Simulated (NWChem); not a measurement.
NiClF, triplet; SMILES [F][Ni][Cl]

```xyz
3

Ni    -0.0870    -0.0574     0.3756
F     -0.1500    -0.0990     2.0863
Cl    -0.0211    -0.0139    -1.6909
```
Atoms are numbered in this order, from 1.

All runs: NWChem. Spin-unrestricted. Geometry: optimised at PBE0/def2-SVP, spin-unrestricted. This spin state was assumed; another may lie lower. No stability test was run on the SCF state. Vzz is the largest principal value of the second derivative of the potential at the nucleus (NWChem prints the opposite sign); η is the asymmetry. Non-relativistic.

Estimate the computed values for B3LYP/def2-SVP. Quantities: Vzz Ni1 (a.u.); η Ni1; Vzz Cl3 (a.u.); η Cl3.


```yaml
Vzz Ni1 (a.u.): 2.005
"η Ni1": 0.00
Vzz Cl3 (a.u.): 0.789
"η Cl3": 0.00
```
